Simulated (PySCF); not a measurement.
All values below come from PySCF 2.14.0 with PBE-D3(BJ)/def2-TZVP // B3LYP-D3(BJ)/def2-TZVP. Isolated molecules, 0 K electronic values unless said otherwise. One relaxed conformer stands for a flexible species; it need not be the lowest. 

Reference species (SMILES): `[F][Sn]([F])([F])[F]` (neutral, multiplicity 1).

* **LUMO**: -4.77 eV
* **HOMO–LUMO gap**: 5.47 eV
* **S1 oscillator strength**: 0.000

Changed species: `[OH][Sn]([OH])([F])[F]` (H–O–Sn–F torsion -96°, F–Sn–O–H torsion 20°) (2 of 4 F replaced by OH; the reference has 0 of 4 F replaced by OH).

### Question
Give the shifts of the LUMO, HOMO–LUMO gap and S1 oscillator strength.

### Answer
the LUMO goes up by 1.14 eV, to -3.63 eV; the HOMO–LUMO gap drops by 0.90 eV, to 4.57 eV; the S1 oscillator strength is nearly the same.
